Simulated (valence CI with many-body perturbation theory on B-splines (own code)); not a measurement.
Energy levels of Ba³⁴⁺

Computed by relativistic CI+MBPT: four valence electrons over a frozen Dirac-Fock core [Ar], a basis of 7 s, 7 p, 8 d, 6 f, 4 g, 1 h functions for each j, with the one-electron correlation potential Σ1, the two-electron term Σ2, the three-electron term Σ3, Breit, model QED; selected CI, second order for the rest, scaled by the run's own slope (own B-spline code, finite nucleus).

No measured spectrum was set against this ion. As an estimate, large intervals hold to a few tenths of a per cent, small ones and those within an open d or f shell to about a per cent. Only levels of the ground parity were solved; by the run's estimate the other parity begins above the list, which can be wrong where configurations are misplaced.

Levels 1 to 32 of 32, with energies above the lowest level, (3d3/2^4) J=0. "Leading %" is the weight of the configuration and term that name the level; weights of strongly mixed levels are sums over their largest components and can fall short, so below about 35 % the name and the second component can differ from the true leading terms, or belong to a minority configuration. In the jj column 3d3/2^4 stands for four electrons in 3d with j = 3/2. Lifetimes count E1, E2, E3, M1 and M2 decay at the calculated energies, and are blank where another channel may lead or the interval is too uncertain; long ones can be off by a factor of two.

```csv
No.,Configuration,Term,J,E (cm⁻¹),Leading %,Lifetime,g,Leading jj
1,3d4,3P,0,0,53,,,3d3/2^4 (94 %)
2,3d4,5D,1,102870,70,30.6 μs,1.494,3d3/2^3 3d5/2 (95 %)
3,3d4,5D,2,158440,70,173 μs,1.370,3d3/2^3 3d5/2 (65 %)
4,3d4,3F,4,172500,32,,1.142,3d3/2^3 3d5/2 (91 %)
5,3d4,5D,3,183730,51,2.19 ms,1.286,3d3/2^3 3d5/2 (68 %)
6,3d4,5D,0,260410,58,6.60 μs,,3d3/2^2 3d5/2^2 (92 %)
7,3d4,5D,4,273730,43,27.8 μs,1.145,3d3/2^2 3d5/2^2 (87 %)
8,3d4,3F,2,288460,40,12.2 μs,1.018,3d3/2^2 3d5/2^2 (72 %)
9,3d4,3G,3,291430,51,,1.034,3d3/2^2 3d5/2^2 (70 %)
10,3d4,3H,5,313270,70,45.3 μs,1.077,3d3/2^2 3d5/2^2 (100 %)
11,3d4,3P,1,325030,55,13.4 μs,1.231,3d3/2^2 3d5/2^2 (84 %)
12,3d4,3H,6,329850,58,23.7 ms,1.091,3d3/2^2 3d5/2^2 (97 %)
13,3d4,3G,4,353850,62,98.7 μs,1.028,3d3/2^2 3d5/2^2 (94 %)
14,3d4,3D,2,361640,41,68.4 μs,1.141,3d3/2^2 3d5/2^2 (90 %)
15,3d4,3F,3,362300,42,,1.143,3d3/2^2 3d5/2^2 (86 %)
16,3d4,3F,4,415850,40,10.8 μs,1.198,3d3/2 3d5/2^3 (64 %)
17,3d4,3F,2,423670,36,9.10 μs,1.039,3d3/2^2 3d5/2^2 (75 %)
18,3d4,3F,3,447080,47,7.26 μs,1.109,3d3/2 3d5/2^3 (89 %)
19,3d4,3G,5,472330,70,16.0 μs,1.145,3d3/2 3d5/2^3 (100 %)
20,3d4,3D,1,475340,69,5.37 μs,0.802,3d3/2 3d5/2^3 (88 %)
21,3d4,3F,4,480240,51,16.1 μs,1.115,3d3/2^2 3d5/2^2 (72 %)
22,3d4,1I,6,480900,58,17.3 μs,1.065,3d3/2 3d5/2^3 (97 %)
23,3d4,3P,2,502220,63,30.5 μs,1.341,3d3/2^2 3d5/2^2 (65 %)
24,3d4,1S,0,513580,55,9.77 μs,,3d3/2 3d5/2^3 (79 %)
25,3d4,3F,2,530620,59,8.06 μs,0.985,3d3/2 3d5/2^3 (60 %)
26,3d4,1F,3,535120,44,10.8 μs,1.084,3d3/2 3d5/2^3 (93 %)
27,3d4,3F,3,610320,70,13.7 μs,1.060,3d3/2 3d5/2^3 (99 %)
28,3d4,3P,1,614830,94,7.76 μs,1.452,3d3/2 3d5/2^3 (96 %)
29,3d4,1G,4,616430,73,6.40 μs,1.038,3d3/2 3d5/2^3 (62 %)
30,3d4,3P,0,625690,54,17.5 μs,,3d3/2^2 3d5/2^2 (63 %)
31,3d4,1D,2,631450,55,8.64 μs,1.056,3d3/2 3d5/2^3 (45 %)
32,3d4,3F,4,649280,50,5.50 μs,1.145,3d5/2^4 (64 %)
```

The ionisation energy to 3d3 4F_3/2 of the next ion comes out as 2255.9 eV (NIST: 2256 ± 5 eV (theoretical)). All 32 levels together are meant to be complete up to 656890 cm⁻¹.
